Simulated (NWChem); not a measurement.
A series in which one site is exchanged, each optimised at B3LYP/6-31G* with NWChem, gas phase unless a solvent is named. Pople sets run with spherical d functions. This build's default masses of Se (78.918 u) and Br (79.917 u) are each other's, which moves their modes by up to 0.6 %. Shieldings are non-relativistic GIAO values without spin-orbit effects.

A: [Br][AlH2] (AlH$_{2}$Br; site = H)
B: [F][AlH][Br] (AlHBrF; site = F)
C: [Cl][AlH][Br] (AlHBrCl; site = Cl)
D: [Br][AlH][Br] (AlHBr₂; site = Br)

Rank them by Al absolute shielding, PBE/pcSseg-1 (ppm), lowest first.

A (294.9), D (335.9), C (351.4), B (396.2)
